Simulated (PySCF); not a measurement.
Low-lying terms of Ga⁺ (gallium, charge +1)

Ground state [Ar] 3d10 4s2, ¹S. All numbers are calculated (PySCF 2.14, a scalar-relativistic core potential, in aug-cc-pVTZ-PP with one added diffuse shell each of s, d, f type with ECP10MDF (7s5p5d3f, 68 functions)). Vertical excitation energies in eV without spin-orbit coupling; excited terms of each kind are numbered among those the solver found. Frozen: 3s2 3p6.

```tsv
term	leading excitation	EOM-EE-CCSD	measured centre of gravity (NIST)
1 3P°	4s → p	5.661	5.986 (4s4p)
1 1P°	4s → p	8.679	8.766 (4s4p)
1 3S	4s → s	12.380	12.763 (4s5s)
1 1S	4s → s	12.836	13.224 (4s5s)
1 1D	4s → d	12.963	n/a
1 3D	4s → d	13.691	14.116 (4s4d)
2 3P°	4s → p	14.344	n/a
2 1P°	4s → p	14.639	n/a
2 3S	4s → s	16.102	n/a
2 1S	4s → s	16.233	n/a
2 3D	4s → d	16.606	n/a
1 3F°	4s → f	16.725	n/a
1 1F°	4s → f	16.729	n/a
2 1D	4s → d	16.965	n/a
```

Doubly excited terms such as np² are absent. The solver can miss terms. Rydberg members are limited by the diffuse functions of the basis.
